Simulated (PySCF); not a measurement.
TaF2, SMILES [F][Ta][F] (connectivity only; charge and spin as stated), neutral, multiplicity 4.

Coordinates come from a B3LYP-D3(BJ)/def2-TZVP optimisation. The multiplicity is an assumed one; other spin states were not compared. The def2 effective core potentials stand for the cores of Ta; spin–orbit coupling is left out.

The numbers are results of B3LYP-D3(BJ)/def2-TZVP in PySCF, not measurements.

Frequencies are harmonic and unscaled.

Modes within 1.5 cm⁻¹ of each other (mostly degenerate sets) share a row, with their intensities summed.

Computed harmonic wavenumbers and intensities:
```
mode  ν (cm⁻¹)  IR (km/mol)  moving atoms (share of kinetic energy)
----  --------  -----------  --------------------------------------
1–2         49          8.6                         F 83 %, Ta 17 %
3          640        220.8                         F 83 %, Ta 17 %
4          663          0.0                                 F 100 %
```
